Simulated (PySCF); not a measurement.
Vertical excitations of a molecule C4H7FO from TDA-PBE/def2-SVPD (PySCF 2.14.0), as energy in eV (oscillator strength): 6.56 (0.001), 7.04 (0.020), 7.30 (0.001), 7.55 (0.037), 7.69 (0.014), 7.84 (0.007), 8.00 (0.008), 8.02 (0.005), 8.26 (0.006), 8.44 (0.030). Lowest triplet (TDA): 6.49 eV. The structure is a stationary point at r2SCAN-D4/def2-SVP. The values are those of a single conformer.

Q: Which molecule gave these data?
(A) C/C=C(\F)OC
(B) OC[C@H]1C[C@@H]1F
(C) C[C@@]1(F)CCO1
(D) C=C(F)COC

A: C, C[C@@]1(F)CCO1
